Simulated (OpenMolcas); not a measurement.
**Co2+, Rh2+, Ir2+: d⁷ down the group**

```yaml
Program: OpenMolcas
Method: CASSCF
Basis: ANO-RCC-VQZP
Scalar_Hamiltonian: DKH2, point nucleus
Spin-orbit_coupling: RASSI with atomic mean-field integrals over the reference wave functions, term energies averaged over their components
```

Active space for each ion: 7 electrons in 5 orbitals (d).

Computed levels in cm-1 above ⁴F_9/2:

```json
{"Level": "⁴F_7/2", "Co2+": "821", "Rh2+": "2100", "Ir2+": "7555"}
{"Level": "⁴F_5/2", "Co2+": "1429", "Rh2+": "3482", "Ir2+": "10078"}
{"Level": "⁴F_3/2", "Co2+": "1849", "Rh2+": "4372", "Ir2+": "10941"}
{"Level": "⁴P_5/2", "Co2+": "19399", "Rh2+": "14967", "Ir2+": "17334"}
{"Level": "²G_9/2", "Co2+": "19416", "Rh2+": "15510", "Ir2+": "17787"}
{"Level": "⁴P_1/2", "Co2+": "20066", "Rh2+": "16419", "Ir2+": "20791"}
{"Level": "²G_7/2", "Co2+": "20197", "Rh2+": "17612", "Ir2+": "24070"}
{"Level": "²H_11/2", "Co2+": "25785", "Rh2+": "20560", "Ir2+": "23804"}
{"Level": "²P_1/2", "Co2+": "26470", "Rh2+": "22507", "Ir2+": "31701"}
{"Level": "weight of ⁴F in the lowest level (%)", "Co2+": "100", "Rh2+": "98", "Ir2+": "88"}
```

Mixed levels, with the weight of the term that names them: Ir2+ ⁴F_3/2 (52 %), Ir2+ ²G_9/2 (64 %), Ir2+ ⁴P_1/2 (70 %), Ir2+ ²P_1/2 (70 %).

Measured, with the error of the calculation in %. Measured levels: Co2+ from Sugar and Corliss, J. Phys. Chem. Ref. Data 10, 1097 (1981); Rh2+ from the list in Shadmi, J. Res. Natl. Bur. Stand. 70A, 435 (1966).

```csv
Level,Co2+,Rh2+
⁴F_7/2,841 (-2.4),2148 (-2.2)
⁴F_5/2,1451 (-1.5),3486 (-0.1)
⁴F_3/2,1867 (-1.0),4322 (+1.2)
⁴P_5/2,15202 (+27.6),11062 (+35.3)
²G_9/2,16978 (+14.4),
⁴P_1/2,15811 (+26.9),
²G_7/2,17766 (+13.7),
²H_11/2,22720 (+13.5),
```

The fine-structure level ⁴F_3/2 changes by a factor of 5.92 from Co2+ to Ir2+.

Without spin-orbit coupling ⁴P lies 18860, 13624, 12463 cm-1 above ⁴F in that order; the difference to the level ⁴P_5/2, of either sign, comes from spin-orbit coupling, which also lowers the zero.

Without dynamic correlation excited terms often stand tens of per cent too high (terms of higher spin than the ground term too low), and those without a measured partner can miss by more than the paired ones. Levels of configurations with an s electron are missing; early in the row they begin among the upper levels of the d shell and mix with terms of their name (holds for Rh2+). Configurations with an s electron lie low in 5d ions of this charge, fall among these levels and mix in, so low-spin terms can stand far too high, up to twice their true height, and weights are not those of the real levels (holds for Ir2+). Computed and measured levels are paired by configuration, term and J; levels that our copy of the source lacks, or whose pairing is in doubt (as where it misses far off the trend of its configuration), stay unpaired and out of the deviations. Only configurations of the active space appear.
